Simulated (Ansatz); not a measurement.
**Nudged elastic band run: F4H2SZr**

The input (input.yaml):

```yaml
crystal:
  periodic: [false, false, false]
  atoms:
    - { symbol: Zr, position_ang: [0.081936, 0.011072, -0.078901] }
    - { symbol: F, position_ang: [0.281716, -0.387052, 1.782303] }
    - { symbol: F, position_ang: [1.882016, -0.004384, -0.689184] }
    - { symbol: F, position_ang: [-0.455242, 1.806916, -0.450937] }
    - { symbol: F, position_ang: [-0.699562, -1.385035, -1.129419] }
    - { symbol: S, position_ang: [-2.863863, -0.030734, 0.820999] }
    - { symbol: H, position_ang: [-2.951739, -1.313723, 1.180618] }
    - { symbol: H, position_ang: [-2.744664, 0.43014, 2.06882] }
basis:
  gaussian: { orbitals: def2-SVP }
hamiltonian:
  xc: hf
neb:
  order_check: false
  images: 7
  f_tol: 0.05
  max_iterations: 60
  final_atoms:
    - { symbol: Zr, position_ang: [-0.72138708, -0.08169762, -0.13032442] }
    - { symbol: F, position_ang: [-0.4783769, 0.9994023, 2.04766859] }
    - { symbol: F, position_ang: [0.91270207, -0.65841758, 0.71139293] }
    - { symbol: F, position_ang: [-0.69393214, 1.73337624, -0.70152924] }
    - { symbol: F, position_ang: [-0.74705588, -1.06932684, -1.74858211] }
    - { symbol: S, position_ang: [-2.82611892, -0.86267013, 0.94852089] }
    - { symbol: H, position_ang: [-3.19966625, -1.63898244, -0.07647843] }
    - { symbol: H, position_ang: [0.2844331, 0.70551608, 2.45363077] }
  initial_path:
    images:
      - { positions_ang: [[0.081936, 0.011072, -0.078901], [0.281716, -0.387052, 1.782303], [1.882016, -0.004384, -0.689184], [-0.455242, 1.806916, -0.450937], [-0.699562, -1.385035, -1.129419], [-2.863863, -0.030734, 0.820999], [-2.951739, -1.313723, 1.180618], [-2.744664, 0.43014, 2.06882]] }
      - { positions_ang: [[0.05966467, 0.01619906, -0.06070903], [0.21546171, -0.29693549, 1.91748191], [1.87467596, 0.01907333, -0.68770567], [-0.58684445, 1.76572599, -0.4920713], [-0.75237072, -1.43563675, -1.02127746], [-2.82333698, -0.03575907, 0.84535578], [-3.07533078, -1.21532545, 0.91347599], [-2.38132142, 0.30985837, 2.08974878]] }
      - { positions_ang: [[0.03739334, 0.02132613, -0.04251706], [0.14920743, -0.20681897, 2.05266082], [1.86733592, 0.04253067, -0.68622734], [-0.71844691, 1.72453598, -0.53320559], [-0.80517944, -1.48623851, -0.91313592], [-2.78281096, -0.04078413, 0.86971256], [-3.19892255, -1.1169279, 0.64633397], [-2.01797884, 0.18957674, 2.11067755]] }
      - { positions_ang: [[0.01512201, 0.02645319, -0.02432509], [0.08295314, -0.11670246, 2.18783974], [1.85999589, 0.065988, -0.68474901], [-0.85004936, 1.68334597, -0.57433989], [-0.85798815, -1.53684026, -0.80499437], [-2.74228494, -0.0458092, 0.89406934], [-3.32251433, -1.01853036, 0.37919196], [-1.65463626, 0.06929511, 2.13160633]] }
      - { positions_ang: [[-0.00714932, 0.03158026, -0.00613312], [0.01669886, -0.02658595, 2.32301865], [1.85265585, 0.08944533, -0.68327069], [-0.98165182, 1.64215596, -0.61547418], [-0.91079687, -1.58744201, -0.69685283], [-2.70175892, -0.05083427, 0.91842612], [-3.4461061, -0.92013281, 0.11204995], [-1.29129368, -0.05098651, 2.1525351]] }
      - { positions_ang: [[-0.18570876, 0.00326079, -0.03718094], [-0.10707008, 0.22991111, 2.25418113], [1.6176674, -0.0975204, -0.33460478], [-0.9097219, 1.66496103, -0.63698794], [-0.86986163, -1.45791322, -0.95978515], [-2.73284892, -0.25379324, 0.92594981], [-3.38449614, -1.09984522, 0.06491785], [-0.89736198, 0.13813913, 2.22780902]] }
      - { positions_ang: [[-0.3642682, -0.02505868, -0.06822877], [-0.23083902, 0.48640818, 2.18534362], [1.38267896, -0.28448612, 0.01406112], [-0.83779198, 1.6877661, -0.65850171], [-0.82892638, -1.32838442, -1.22271747], [-2.76393892, -0.4567522, 0.93347351], [-3.32288618, -1.27955763, 0.01778576], [-0.50343029, 0.32726478, 2.30308294]] }
      - { positions_ang: [[-0.54282764, -0.05337815, -0.09927659], [-0.35460796, 0.74290524, 2.1165061], [1.14769051, -0.47145185, 0.36272703], [-0.76586206, 1.71057117, -0.68001547], [-0.78799113, -1.19885563, -1.48564979], [-2.79502892, -0.65971117, 0.9409972], [-3.26127621, -1.45927003, -0.02934633], [-0.1094986, 0.51639043, 2.37835685]] }
      - { positions_ang: [[-0.72138708, -0.08169762, -0.13032442], [-0.4783769, 0.9994023, 2.04766859], [0.91270207, -0.65841758, 0.71139293], [-0.69393214, 1.73337624, -0.70152924], [-0.74705588, -1.06932684, -1.74858211], [-2.82611892, -0.86267013, 0.94852089], [-3.19966625, -1.63898244, -0.07647843], [0.2844331, 0.70551608, 2.45363077]] }
```

Launched with:

```bash
$ ansatz run input.yaml --threads 2 --pin off --max-ram 3072MiB --backend cpu --events-out ev --progress --plain --runs-dir out
```

Output, in part (warnings, iteration lines, the closing report on the highest movable image, with atoms numbered from 0):

```
NEB end point (image 0): max|allowed force component| = 3.115e-3 eV/Å (the criterion of neb.relax_end_points is 1.000e-2)
NEB end point (image 8): max|allowed force component| = 3.640e-3 eV/Å (the criterion of neb.relax_end_points is 1.000e-2)
NEB iter   1: max|band force component| = 4.850e2 eV/Å  barrier→ = 78.4960 eV  barrier← = 77.5552 eV  Δτ_max = 0.1995 Å  (359 SCF iters)
NEB iter   2: max|band force component| = 8.742e1 eV/Å  barrier→ = 16.4346 eV  barrier← = 15.4939 eV  Δτ_max = 0.2000 Å  (270 SCF iters)
NEB iter   3: max|band force component| = 5.943e1 eV/Å  barrier→ = 10.6971 eV  barrier← = 9.7563 eV  Δτ_max = 0.2000 Å  (284 SCF iters)
NEB iter   4: max|band force component| = 2.566e1 eV/Å  barrier→ = 4.7670 eV  barrier← = 3.8262 eV  Δτ_max = 0.2000 Å  (267 SCF iters)
NEB iter   5: max|band force component| = 1.447e1 eV/Å  barrier→ = 2.4895 eV  barrier← = 1.5487 eV  Δτ_max = 0.2000 Å  (263 SCF iters)
NEB iter   6: max|band force component| = 5.507e0 eV/Å  barrier→ = 1.8419 eV  barrier← = 0.9011 eV  Δτ_max = 0.2000 Å  (273 SCF iters)
NEB iter   7: max|band force component| = 4.362e0 eV/Å  barrier→ = 1.4623 eV  barrier← = 0.5215 eV  Δτ_max = 0.1933 Å  (262 SCF iters)
NEB iter   8: max|band force component| = 2.197e0 eV/Å  barrier→ = 1.3490 eV  barrier← = 0.4082 eV  Δτ_max = 0.1001 Å  (264 SCF iters)
NEB iter   9: max|band force component| = 8.024e-1 eV/Å  barrier→ = 1.3143 eV  barrier← = 0.3735 eV  Δτ_max = 0.1955 Å  (267 SCF iters)
NEB iter  10: max|band force component| = 8.051e-1 eV/Å  barrier→ = 1.3142 eV  barrier← = 0.3734 eV  Δτ_max = 0.1006 Å  (264 SCF iters)
NEB iter  11: max|band force component| = 3.193e-1 eV/Å  barrier→ = 1.2938 eV  barrier← = 0.3530 eV  CI = image 4  Δτ_max = 0.2000 Å  (270 SCF iters)
NEB iter  12: max|band force component| = 1.287e0 eV/Å  barrier→ = 1.3651 eV  barrier← = 0.4243 eV  CI = image 4  Δτ_max = 0.1021 Å  (261 SCF iters)
NEB iter  13: max|band force component| = 1.240e0 eV/Å  barrier→ = 1.4098 eV  barrier← = 0.4690 eV  CI = image 4  Δτ_max = 0.2000 Å  (264 SCF iters)
NEB iter  14: max|band force component| = 2.454e0 eV/Å  barrier→ = 1.4333 eV  barrier← = 0.4925 eV  CI = image 4  Δτ_max = 0.1003 Å  (264 SCF iters)
NEB iter  15: max|band force component| = 8.662e-1 eV/Å  barrier→ = 1.4527 eV  barrier← = 0.5119 eV  CI = image 4  Δτ_max = 0.1458 Å  (267 SCF iters)
NEB iter  16: max|band force component| = 4.569e-1 eV/Å  barrier→ = 1.4966 eV  barrier← = 0.5558 eV  CI = image 4  Δτ_max = 0.0886 Å  (269 SCF iters)
NEB iter  17: max|band force component| = 2.877e-1 eV/Å  barrier→ = 1.4894 eV  barrier← = 0.5486 eV  CI = image 4  Δτ_max = 0.1905 Å  (270 SCF iters)
NEB iter  18: max|band force component| = 4.506e-1 eV/Å  barrier→ = 1.5026 eV  barrier← = 0.5618 eV  CI = image 4  Δτ_max = 0.1115 Å  (270 SCF iters)
NEB iter  19: max|band force component| = 2.410e-1 eV/Å  barrier→ = 1.5116 eV  barrier← = 0.5709 eV  CI = image 4  Δτ_max = 0.0521 Å  (267 SCF iters)
NEB iter  20: max|band force component| = 2.982e-1 eV/Å  barrier→ = 1.5152 eV  barrier← = 0.5744 eV  CI = image 4  Δτ_max = 0.0754 Å  (272 SCF iters)
NEB iter  21: max|band force component| = 2.938e-1 eV/Å  barrier→ = 1.5164 eV  barrier← = 0.5756 eV  CI = image 4  Δτ_max = 0.0815 Å  (267 SCF iters)
NEB iter  22: max|band force component| = 3.406e-1 eV/Å  barrier→ = 1.5143 eV  barrier← = 0.5735 eV  CI = image 4  Δτ_max = 0.0405 Å  (269 SCF iters)
NEB iter  23: max|band force component| = 3.608e-1 eV/Å  barrier→ = 1.5141 eV  barrier← = 0.5733 eV  CI = image 4  Δτ_max = 0.0785 Å  (271 SCF iters)
NEB iter  24: max|band force component| = 4.011e-1 eV/Å  barrier→ = 1.5140 eV  barrier← = 0.5732 eV  CI = image 4  Δτ_max = 0.0810 Å  (264 SCF iters)
NEB iter  25: max|band force component| = 3.570e-1 eV/Å  barrier→ = 1.5147 eV  barrier← = 0.5739 eV  CI = image 4  Δτ_max = 0.0564 Å  (265 SCF iters)
NEB iter  26: max|band force component| = 3.197e-1 eV/Å  barrier→ = 1.5139 eV  barrier← = 0.5731 eV  CI = image 4  Δτ_max = 0.0653 Å  (267 SCF iters)
NEB iter  27: max|band force component| = 2.580e-1 eV/Å  barrier→ = 1.5132 eV  barrier← = 0.5724 eV  CI = image 4  Δτ_max = 0.1610 Å  (270 SCF iters)
NEB iter  28: max|band force component| = 1.087e-1 eV/Å  barrier→ = 1.5113 eV  barrier← = 0.5705 eV  CI = image 4  Δτ_max = 0.1228 Å  (266 SCF iters)
NEB iter  29: max|band force component| = 1.056e-1 eV/Å  barrier→ = 1.5101 eV  barrier← = 0.5693 eV  CI = image 4  Δτ_max = 0.1555 Å  (269 SCF iters)
NEB iter  30: max|band force component| = 1.600e-1 eV/Å  barrier→ = 1.5091 eV  barrier← = 0.5683 eV  CI = image 4  Δτ_max = 0.0773 Å  (267 SCF iters)
NEB iter  31: max|band force component| = 1.934e-1 eV/Å  barrier→ = 1.5081 eV  barrier← = 0.5673 eV  CI = image 4  Δτ_max = 0.0386 Å  (270 SCF iters)
NEB iter  32: max|band force component| = 1.738e-1 eV/Å  barrier→ = 1.5072 eV  barrier← = 0.5664 eV  CI = image 4  Δτ_max = 0.0387 Å  (272 SCF iters)
NEB iter  33: max|band force component| = 1.236e-1 eV/Å  barrier→ = 1.5062 eV  barrier← = 0.5654 eV  CI = image 4  Δτ_max = 0.0386 Å  (272 SCF iters)
NEB iter  34: max|band force component| = 8.559e-2 eV/Å  barrier→ = 1.5056 eV  barrier← = 0.5648 eV  CI = image 4  Δτ_max = 0.0387 Å  (273 SCF iters)
NEB iter  35: max|band force component| = 6.676e-2 eV/Å  barrier→ = 1.5051 eV  barrier← = 0.5643 eV  CI = image 4  Δτ_max = 0.0389 Å  (272 SCF iters)
NEB iter  36: max|band force component| = 5.902e-2 eV/Å  barrier→ = 1.5048 eV  barrier← = 0.5640 eV  CI = image 4  Δτ_max = 0.0389 Å  (272 SCF iters)
NEB iter  37: max|band force component| = 5.263e-2 eV/Å  barrier→ = 1.5044 eV  barrier← = 0.5636 eV  CI = image 4  Δτ_max = 0.0386 Å  (273 SCF iters)
NEB iter  38: max|band force component| = 6.461e-2 eV/Å  barrier→ = 1.5041 eV  barrier← = 0.5634 eV  CI = image 4  Δτ_max = 0.0386 Å  (270 SCF iters)
NEB iter  39: max|band force component| = 6.782e-2 eV/Å  barrier→ = 1.5039 eV  barrier← = 0.5631 eV  CI = image 4  Δτ_max = 0.0386 Å  (274 SCF iters)
NEB iter  40: max|band force component| = 7.762e-2 eV/Å  barrier→ = 1.5037 eV  barrier← = 0.5629 eV  CI = image 4  Δτ_max = 0.0386 Å  (273 SCF iters)
NEB iter  41: max|band force component| = 7.048e-2 eV/Å  barrier→ = 1.5040 eV  barrier← = 0.5632 eV  CI = image 4  Δτ_max = 0.0386 Å  (271 SCF iters)
NEB iter  42: max|band force component| = 1.041e-1 eV/Å  barrier→ = 1.5035 eV  barrier← = 0.5627 eV  CI = image 4  Δτ_max = 0.0193 Å  (271 SCF iters)
NEB iter  43: max|band force component| = 9.775e-2 eV/Å  barrier→ = 1.5033 eV  barrier← = 0.5625 eV  CI = image 4  Δτ_max = 0.0193 Å  (275 SCF iters)
NEB iter  44: max|band force component| = 9.177e-2 eV/Å  barrier→ = 1.5032 eV  barrier← = 0.5624 eV  CI = image 4  Δτ_max = 0.0193 Å  (275 SCF iters)
NEB iter  45: max|band force component| = 7.887e-2 eV/Å  barrier→ = 1.5032 eV  barrier← = 0.5624 eV  CI = image 4  Δτ_max = 0.0193 Å  (274 SCF iters)
NEB iter  46: max|band force component| = 5.969e-2 eV/Å  barrier→ = 1.5032 eV  barrier← = 0.5624 eV  CI = image 4  Δτ_max = 0.0193 Å  (275 SCF iters)
NEB iter  47: max|band force component| = 4.946e-2 eV/Å  barrier→ = 1.5032 eV  barrier← = 0.5624 eV  CI = image 4  Δτ_max = 0.0000 Å  (728 SCF iters)
Total energy: -22934.45972863 eV, -842.8258494919 hartree
Atom 0 at    -0.281852     0.033269    -0.142114 Å, force     0.001232     0.001011     0.001020 eV/Å
Atom 1 at    -0.353321    -1.125732     1.679001 Å, force     0.001072    -0.001426    -0.001724 eV/Å
Atom 2 at     1.328883     0.919535     0.302223 Å, force    -0.000393    -0.000444    -0.000038 eV/Å
Atom 3 at    -1.020391     1.129950    -1.506258 Å, force    -0.001075    -0.001127    -0.000336 eV/Å
Atom 4 at    -0.075529    -1.566238    -1.133940 Å, force     0.001033     0.000142    -0.000055 eV/Å
Atom 5 at    -2.406309     0.545054     1.504389 Å, force     0.000473     0.000309     0.000858 eV/Å
Atom 6 at    -3.309024    -0.200287     0.855547 Å, force     0.000202     0.000285     0.000156 eV/Å
Atom 7 at    -1.351859    -0.608351     1.945451 Å, force    -0.002545     0.001251     0.000119 eV/Å
Dipole moment:    -0.391172    -0.139484     0.246754 e Å
```

The run converged. The profile has 2 maxima (images 4, 6) with wells between them (image 5): this band takes more than one step, which may be the mechanism or a detour left from its start path. A vibrational analysis at the climbing image gives one clearly imaginary mode, 1333i cm⁻¹: a first-order saddle point. The orbitals stay closed-shell, which can raise the energy where a bond breaks towards radicals; this wasn't checked here.

Final band (atoms are numbered from 1 in the order of the input):

| image | path coordinate (Å) | energy (eV) | S6–H8 (Å) | F2–H8 (Å) |
| --- | --- | --- | --- | --- |
| 0 | 0.00 | 0.00 | 1.34 | 3.15 |
| 1 | 1.34 | 0.01 | 1.34 | 2.94 |
| 2 | 2.67 | 0.08 | 1.33 | 3.00 |
| 3 | 4.01 | 0.31 | 1.33 | 2.49 |
| 4 | 5.34 | 1.50 | 1.62 | 1.16 |
| 5 | 7.13 | 1.04 | 3.21 | 0.91 |
| 6 | 8.92 | 1.25 | 2.37 | 0.92 |
| 7 | 10.71 | 1.18 | 2.50 | 0.92 |
| 8 | 12.50 | 0.94 | 3.79 | 0.91 |

Run time: 9.8 min on 2 threads of Arm Neoverse V1, on a shared host, peak memory 0.26 GiB.
